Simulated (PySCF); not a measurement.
# Radial density of Be (beryllium, neutral)

UHF, [He] 2s2, closed-shell 1S. Calculation: PySCF 2.14, in aug-cc-pVDZ-DK (4s3p2d, 23 functions); scalar relativity by spin-free X2C-1e.

```csv
r (bohr),4πr²ρ (e/bohr)
0.00835,0.02933
0.0141,0.07947
0.0236,0.2067
0.0398,0.5140
0.0669,1.171
0.112,2.319
0.189,3.620
0.318,3.851
0.535,2.197
0.900,0.6030
1.51,0.6541
2.55,0.7106
4.28,0.1945
7.21,0.007969
```

Densities and radii are taken from the X2C orbitals without a picture-change correction, which distorts them close to the nucleus.
